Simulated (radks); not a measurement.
Values are calculated unless marked as measured or tabulated.
Task: Code: a radial shooting solver on a logarithmic mesh with Libxc functionals. Model: scalar-relativistic Kohn-Sham, LDA (Slater exchange, Perdew-Wang correlation), spin-polarised, spherical densities, finite nucleus; Fermi nuclear charge, rms radius of each element as measured or else 0.836 A^(1/3) + 0.57 fm. Response by self-consistent Sternheimer equations with the Hartree and adiabatic LDA kernel, the relativistic mass of each level held fixed and spin-orbit coupling left out. For heavy and open-shell atoms this level of theory can miss by tens of per cent. Rank Ba8+, Xe6+, Sn2+, Cd, Te4+, Cs7+, In+, I5+, Sb3+ (NIST ground configurations) by static dipole polarisability, largest first.

Result: Cd 44.67, In+ 22.77, Sn2+ 14.37, Sb3+ 10.01, Te4+ 7.401, I5+ 5.690, Xe6+ 4.502, Cs7+ 3.640, Ba8+ 2.995 bohr^3.
